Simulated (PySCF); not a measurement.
SiSb⁺: from constants to spectrum

UHF-CCSD(T) constants of SiSb⁺, ³Σ⁻ (triplet), unpaired electrons π ↑↑ (basis Si def2-SVP, Sb def2-SVP with ECP28; scalar-relativistic core potentials; PySCF 2.14; masses 27.9769 and 120.9038 u):

| Property | Result |
| --- | --- |
| ωe | 335.9 cm⁻¹ |
| ωexe | 1.24 cm⁻¹ |
| Be | 0.11315 cm⁻¹ |
| αe | 0.000525 cm⁻¹ |
| De to Si⁺ + Sb | 2.26 eV |

**Question.** What force constant and bond length do these constants imply?

**Answer.** Reduced mass μred = 22.720 u; k = 5.8918×10⁻⁷·μred·ωe² (u, cm⁻¹, mdyn/Å) = 1.51 mdyn/Å; Re = √(16.8576/(μred·Be)) (u, cm⁻¹, Å) = 2.561 Å.

**Question.** Estimate the centrifugal constant D from the Kratzer relation and find the Dunham coefficient a1.

**Answer.** D = 4Be³/ωe² = 5.14e-08 cm⁻¹; a1 = −1 − αeωe/(6Be²) = -3.30.

Correlated steps freeze 9 core orbitals. Correlated levels converge slowly with the basis: in double zeta they bind strong bonds too weakly, by up to about 1 eV, and carry superposition errors of some tenths. These are scalar-relativistic numbers at best; spin–orbit coupling would shift them, the dissociation energy most. For an ion De counts to the pair picked by the measured ionisation energies or electron affinities, which need not be the lowest pair at this level. The state was picked by a PBE0 search and need not be the measured ground state.
